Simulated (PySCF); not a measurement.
Precursor series Zn Cl-F. Isolated molecules, 0 K electronic values unless said otherwise.

The dipole moment from two functionals at the same geometries (TPSS-D3(BJ)/def2-SVP), both in PySCF: PBE-D3(BJ)/def2-TZVP and B3LYP-D3(BJ)/def2-TZVP. B3LYP has the VWN-RPA correlation part, as in Gaussian. 

```json
[
 {"species": "0 of 2 Cl replaced by F ([Zn(Cl)2])", "B3LYP-D3(BJ)/def2-TZVP (D)": "0.00"},
 {"species": "1 of 2 Cl replaced by F ([Zn(Cl)(F)])", "B3LYP-D3(BJ)/def2-TZVP (D)": "0.65"},
 {"species": "2 of 2 Cl replaced by F", "B3LYP-D3(BJ)/def2-TZVP (D)": "0.00"}
]
```

Q: What does PBE-D3(BJ)/def2-TZVP give for each?

A: 
- 0 of 2 Cl replaced by F ([Zn(Cl)2]): 0.00
- 1 of 2 Cl replaced by F ([Zn(Cl)(F)]): 0.58
- 2 of 2 Cl replaced by F: 0.00
Over these rows, drawn at random from the members with no instability flagged (it was tested for open shells, ions and some series alone), PBE minus B3LYP-D3(BJ): mean -0.02 D, from -0.06 D to 0.00 D.
